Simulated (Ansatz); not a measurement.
Process, species as SMILES: CCCC(C)=O → [CH2]CC + C[C]=O (the C-C bond at the site shown breaks; other sites are not compared here)
Geometries: B3LYP-D3(BJ)/def2-TZVP minima from Ansatz (a program for electronic structure), one conformer each, not searched for the lowest.

Property: bond dissociation energy (electronic energy difference), in eV. Cores are frozen in the correlated levels unless marked. Open shells are spin-unrestricted. Spin-orbit coupling is left out. Non-relativistic. CBS(X,Y): correlation extrapolated as X^-3; Hartree-Fock from the larger set. [CCSD(T)-MP2]/basis is that difference in the basis named.

Level to compare with: RI-MP2/CBS(cc-pVTZ,cc-pVQZ)+[CCSD(T)-MP2]/cc-pVTZ (Ansatz), 3.88 eV. It is a level with limits of its own, and the differences hold the functionals' basis error too.

Rank these functionals by how close they come to RI-MP2/CBS(cc-pVTZ,cc-pVQZ)+[CCSD(T)-MP2]/cc-pVTZ, closest first: revPBE/def2-TZVPD (Ansatz); HSE06/def2-TZVPD (Ansatz); B97M-V/def2-TZVPD (Ansatz).

B97M-V/def2-TZVPD (meta-GGA with VV10, 3.75 eV, difference -0.13), HSE06/def2-TZVPD (screened hybrid, 3.65 eV, difference -0.23), revPBE/def2-TZVPD (GGA, 3.31 eV, difference -0.57)
